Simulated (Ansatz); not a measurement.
# One arrangement of a pair

The pair of SiH$_{4}$ (SMILES [SiH4], atoms 1–5) and SbH$_{3}$ (SMILES [SbH3], atoms 6–9), both closed shells, in one local arrangement (a lower one may exist), relaxed at PBE0-D4/def2-TZVP:

Si1  (-0.132, 0.042, -1.860)
H2  (1.199, 0.680, -1.708)
H3  (-0.644, 0.280, -3.233)
H4  (-1.075, 0.636, -0.877)
H5  (-0.018, -1.417, -1.615)
Sb6  (0.223, 0.659, 2.238)
H7  (0.957, -0.493, 1.212)
H8  (-1.253, -0.199, 2.215)
H9  (0.744, -0.187, 3.628)
(Å)

Computed with Ansatz 0.2.0 (basis: def2-TZVPPD, with def2-QZVPPD for the basis limit); correlated methods freeze the cores. Filled d shells of the heavier atoms are correlated. Core potentials replace the inner electrons of the atoms past krypton. The def2 sets are not built for correlating such inner shells, so the correlated values are less sure here. B3LYP uses VWN-RPA correlation. Extrapolation: Hartree–Fock as exp(−7.88 √X), correlation as X^−2.97. Interaction energies count from these two fragments, frozen as in the pair, with the counterpoise correction; negative means bound.

Question: What is the interaction energy by CCSD(T) at an estimated basis limit (MP2 extrapolated from triple and quadruple zeta, plus CCSD(T) − MP2 in triple zeta)? (Judge from chemistry; the value comes from the calculation.)

Answer: By the calculation: -1.18 kcal/mol. Hartree–Fock alone gives 0.98 kcal/mol at the basis limit, so without correlation the pair would not bind at this distance. It counts from the two fragments frozen as in the pair.

The same quantity by other methods in triple zeta, and each one's difference from that estimate:
```json
{"method": "PBE-D4", "E_int (kcal/mol)": "-1.54", "difference": "-0.35"}
{"method": "revPBE-D4", "E_int (kcal/mol)": "-1.39", "difference": "-0.20"}
{"method": "BLYP-D4", "E_int (kcal/mol)": "-1.30", "difference": "-0.11"}
{"method": "r2SCAN-D4", "E_int (kcal/mol)": "-0.98", "difference": "0.20"}
{"method": "B97M-V", "E_int (kcal/mol)": "-1.16", "difference": "0.02"}
{"method": "PBE0-D4", "E_int (kcal/mol)": "-1.42", "difference": "-0.24"}
{"method": "B3LYP-D4", "E_int (kcal/mol)": "-1.38", "difference": "-0.19"}
{"method": "HSE06-D4", "E_int (kcal/mol)": "-1.41", "difference": "-0.23"}
{"method": "wB97X-V", "E_int (kcal/mol)": "-1.14", "difference": "0.04"}
{"method": "wB97M-V", "E_int (kcal/mol)": "-1.18", "difference": "0.00"}
{"method": "B2PLYP", "E_int (kcal/mol)": "0.01", "difference": "1.20"}
{"method": "HF", "E_int (kcal/mol)": "1.00", "difference": "2.18"}
{"method": "MP2", "E_int (kcal/mol)": "-0.99", "difference": "0.19"}
{"method": "CCSD", "E_int (kcal/mol)": "-0.60", "difference": "0.58"}
{"method": "CCSD(T)", "E_int (kcal/mol)": "-0.87", "difference": "0.31"}
```
Differences are method less estimate.

Basis-set superposition shift (counterpoise-corrected less uncorrected): CCSD(T) 0.49; MP2 0.49; HF 0.03; PBE0-D4 0.03; wB97M-V 0.04 kcal/mol.

The T1 diagnostic stays at or below 0.015.

For scale, one of the runs: CCSD(T)/def2-TZVPPD, 223 basis functions, launched by `ansatz run in.yaml --threads 4 --pin off --events-out ev --progress --plain --max-ram 9574MiB`. Time: 60 s of wall clock on 4 CPU threads of an Arm Neoverse V1; the host was shared. Peak host memory: 3.6 GiB.
